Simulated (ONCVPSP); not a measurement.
Before and after: ONCV potential for Ti

Ti (Z = 22), optimised norm-conserving Vanderbilt (ONCV), made with ONCVPSP 4.0.1 (LDA (Perdew-Zunger), scalar-relativistic). Core [Ne], reference 3s2 3p6 3d2 4s1.5 4p0.5. Waves: 3s+4s: rc 1.40 bohr, ncon 3, nbas 6, qcut 11.1 1/bohr, 2 projectors; 3p+4p: rc 2.25 bohr, ncon 4, nbas 8, qcut 7.1 1/bohr, 2 projectors; 3d: rc 1.30 bohr, ncon 4, nbas 9, qcut 13.7 1/bohr, 2 projectors, debl 0.5 Ha. Local part: polynomial inside 0.90 bohr (lpopt 4, dvloc0 -1 Ha). Core correction: Teter function, parameters optimised by the program.

All-electron outer shells of the reference configuration (LDA (Perdew-Zunger), scalar-relativistic, ld1.x):

```json
{"shell": "2s", "level (eV)": "-536.14", "outermost node (bohr)": "0.09", "outermost maximum (bohr)": "0.27"}
{"shell": "2p", "level (eV)": "-444.65", "outermost node (bohr)": "–", "outermost maximum (bohr)": "0.22"}
{"shell": "3s", "level (eV)": "-62.95", "outermost node (bohr)": "0.40", "outermost maximum (bohr)": "0.87"}
{"shell": "3p", "level (eV)": "-39.47", "outermost node (bohr)": "0.37", "outermost maximum (bohr)": "0.90"}
{"shell": "3d", "level (eV)": "-5.10", "outermost node (bohr)": "–", "outermost maximum (bohr)": "0.97"}
{"shell": "4s", "level (eV)": "-5.01", "outermost node (bohr)": "1.24", "outermost maximum (bohr)": "2.85"}
{"shell": "4p", "level (eV)": "-1.87", "outermost node (bohr)": "1.39", "outermost maximum (bohr)": "3.75"}
```

Change: d: qcut 12.2.

Cutoffs: the cutoffs (Ha) at which the residual kinetic energy of the hardest occupied pseudo-wave falls to 1 and 0.1 mHa per electron; they do not see the model core or the augmentation charge, which bear on the density cutoff. Errors are all-electron minus pseudo energies relative to the spin-unpolarised reference configuration.

**Question.** How do hardness, ghosts and transferability respond?

**Answer.** The potential gets softer (57 Ha and 68 Ha → 51 Ha and 60 Ha); the errors of the 3 common tests hardly move; neither file shows a bound ghost. The waves are optimised to have the least kinetic energy above qcut, so the cutoff follows it (qcut²/2 in Ha).

| quantity | base | changed |
| --- | --- | --- |
| cutoff, loose | 57 Ha | 51 Ha |
| cutoff, tight | 68 Ha | 60 Ha |
| loose cutoff by channel | s 32 Ha, p 16 Ha, d 57 Ha | s 32 Ha, p 16 Ha, d 51 Ha |
| bound ghosts | none | none |
| GHOST(+) flags under 300 eV | none | none |
| tests with a reliable result | 3 of 4 | 3 of 4 |
| error for 3s2 3p6 3d2 4s2 4p0, meV [ΔE -1.55 eV] | +0.1 | +0.1 |
| error for 3s2 3p6 3d2 4s1 4p0, meV [ΔE 5.99 eV] | -0.3 | -0.3 |
| error for 3s2 3p6 3d2 4s0 4p0, meV [ΔE 19.79 eV] | -0.5 | -0.5 |
| s: phases at 1.42 bohr within 0.05 rad from the reference energy up to (Ha; the scan ends near 5) | to the end of the scan | to the end of the scan |
| p: phases at 2.28 bohr within 0.05 rad from the reference energy up to (Ha; the scan ends near 5) | 4.3 | 4.3 |
| d: phases at 1.32 bohr within 0.05 rad from the reference energy up to (Ha; the scan ends near 5) | to the end of the scan | to the end of the scan |
| rms error of d²Exc/dni dnj with the model core, mHa | 0.34 | 0.38 |
